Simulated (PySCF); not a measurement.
Structure problem from calculated spectra and properties.

Formula: C5H12OSi2.

| Item | Value |
| --- | --- |
| 13C NMR | chemical shifts (computed TMS as zero) by class: 115.1 (1 C), 78.2 (1 C), 65.0 (1 C), 18.1 (1 C), 6.2 (1 C) ppm [GIAO PBE0/pcSseg-1] |
| Dipole | 1.37 D [PBE0/pcSseg-1] |
| 1H NMR | chemical shifts (computed TMS as zero) by class: 5.26 (2 H), 4.39 (2 H), 3.90 (2 H), 2.00 (3 H), 1.27 (3 H) ppm [GIAO PBE0/pcSseg-1] |
| Rotational structure | rotational constants A, B, C: 4.219, 0.455, 0.426 GHz [GFN2-xTB] |
| NMR, other nuclei | isotropic shieldings of nuclei other than C and H, by class: 317 (1 O), 383 (1 Si), 455 (1 Si) ppm [GIAO PBE0/pcSseg-1] |

Gas-phase values; electronic properties from PySCF, density fitting. Levels stand in brackets. Isolated species at its GFN2-xTB geometry (one conformer only). GFN2-xTB frequencies show an imaginary mode (27i cm⁻¹), so this geometry is no minimum at that level. NMR values are class means; diastereotopic atoms form classes of their own.

Task: What is the compound? Reason from the data.

Result: Numbering: `[CH3:1][C:2]#[C:3][SiH2:4][SiH2:5][O:6][CH2:7][CH3:8]`. Its formula, C5H12OSi2, gives 2 degrees of unsaturation: 0 rings and 2 π bonds in the structure found. 5 carbons fall into 5 classes; from least to most shielded: alkyne carbon [C2] (115.1 ppm), alkyne carbon [C3] (78.2 ppm), sp3 carbon bound to oxygen [C7] (65.0 ppm), methyl carbon [C8] (18.1 ppm), propargylic carbon [C1] (6.2 ppm). Hydrogen classes from least to most shielded: 2 H on an oxygen-bound silicon, Si5 (5.26 ppm), 2 H on an SiH2 silicon, Si4 (4.39 ppm), 2 H on an sp3 carbon bound to oxygen, C7 (3.90 ppm), 3 H on a propargylic carbon, C1 (2.00 ppm), 3 H on a methyl carbon, C8 (1.27 ppm, a mean of values up to 0.7 ppm apart in this geometry). The other shieldings belong to: 317 ppm, silyl ether oxygen [O6]; 383 ppm, oxygen-bound silicon [Si5]; 455 ppm, SiH2 silicon [Si4]. The optimised geometry has point group C1 and is an asymmetric top. Structure: `C(#C[SiH2][SiH2]OCC)C`. Computed isomers that give other values at the same levels: `CC1=C(CCO)[SiH2][SiH2]1` (13C chemical shifts (computed TMS as zero) by class: 171.8 (1 C), 167.2 (1 C), 66.5 (1 C), 38.2 (1 C), 22.9 (1 C) ppm); `C=CC(=C)O[SiH2]C[SiH3]` (13C chemical shifts (computed TMS as zero) by class: 164.0 (1 C), 141.4 (1 C), 123.6 (1 C), 99.3 (1 C), -5.6 (1 C) ppm); `C=COC/C([SiH3])=C/[SiH3]` (13C chemical shifts (computed TMS as zero) by class: 169.5 (1 C), 158.2 (1 C), 136.3 (1 C), 89.3 (1 C), 76.4 (1 C) ppm). The assignments are read from this structure; whether some other isomer fits the data as well wasn't checked.

Conformer computed: `[CH3:1][C:2]#[C:3][SiH2:4][SiH2:5][O:6][CH2:7][CH3:8]`: C3–Si4–Si5–O6 172°, Si4–Si5–O6–C7 174°, Si5–O6–C7–C8 67°.
